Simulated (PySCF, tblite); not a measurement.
C4H10OSi2.
Atom-mapped SMILES: `[OH:1][SiH2:2][Si@H:3]1[CH:4]=[CH:5][CH2:6][CH2:7]1` (hydrogens: H8 on O1; H9, H10 on Si2; H11 on Si3; H12 on C4; H13 on C5; H14, H15 on C6; H16, H17 on C7)

Jobs on this species (17 atoms, 70 electrons) with PySCF (density fitting) and tblite. Hardware of each: an Intel Xeon at 2.70 GHz with one thread, no GPU, shared host. Times come from a shared host and carry two figures at best.

| level and settings | work | basis functions | SCF cycles | wall time |
| --- | --- | --- | --- | --- |
| GFN2-xTB | Hessian by finite differences | – | – | 0.83 s |
| GFN2-xTB | L-BFGS relaxation | – | – | 0.54 s |
| PBE0/pcSseg-1 | shieldings, ring-centre shieldings, charges and field gradients, density and orbital grids written | 183 | ? | ? |

Problem. Fill in the missing figures.

Solution. 
- PBE0/pcSseg-1; shieldings, ring-centre shieldings, charges and field gradients, density and orbital grids written: 54 s, 14 SCF cycles

Problem. What do all jobs in the table cost together?

Solution. About 55 s; the longest takes about 98 % of that, and about 100 times as long as the shortest.
